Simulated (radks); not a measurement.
Values are calculated unless marked as measured or tabulated.
Species: neutral tellurium. Configuration: [Kr] 4d9.5 5s2 5p4.5 (fractional occupations, a model configuration).

Level of theory: Dirac Kohn-Sham, PBE, spin-unpolarised, spherical densities, point nucleus; open shells fill j = l - 1/2 first (a radial shooting solver on a logarithmic mesh with Libxc functionals).

Energy parts (hartree):
| part | energy |
|---|---|
| total | -6796.15164 |
| kinetic | 7187.79977 |
| electron-nucleus | -16503.80668 |
| Hartree | 2695.70162 |
| exchange-correlation | -175.84636 |

Orbitals (lengths in bohr, moments of r in powers of bohr):
orbital  occ.  eigenvalue (hartree)     <r^2>      <r^4>
1s1/2       2             -1161.682  0.001048  2.871e-06
2s1/2       2             -178.2227   0.01688  0.0004915
2p1/2       2             -166.9841   0.01250  0.0003149
2p3/2       4             -156.8970   0.01379  0.0003752
3s1/2       2             -35.59009    0.1185    0.02141
3p1/2       2             -30.97135    0.1133    0.02053
3p3/2       4             -29.09089    0.1215    0.02352
3d3/2       4             -20.94846    0.1029    0.01945
3d5/2       6             -20.55521    0.1053    0.02030
4s1/2       2              -6.16469    0.6577     0.6383
4p1/2       2              -4.57369    0.7277     0.8088
4p3/2       4              -4.21394    0.7798     0.9301
4d3/2       4              -1.67032     1.069      1.989
4d5/2     5.5              -1.61523     1.096      2.094
5s1/2       2              -0.58560     4.759      35.36
5p1/2       2              -0.25776     7.292      91.06
5p3/2     2.5              -0.22620     8.058      112.2

The highest occupied level is 5p3/2 at -6.155 eV. The density falls to 0.001 e/bohr^3 at r = 4.59 bohr. Summed over all electrons, <r^2> = 62.55 bohr^2, which gives a Langevin (diamagnetic) susceptibility term of -49.5 x 10^-6 cm^3/mol.
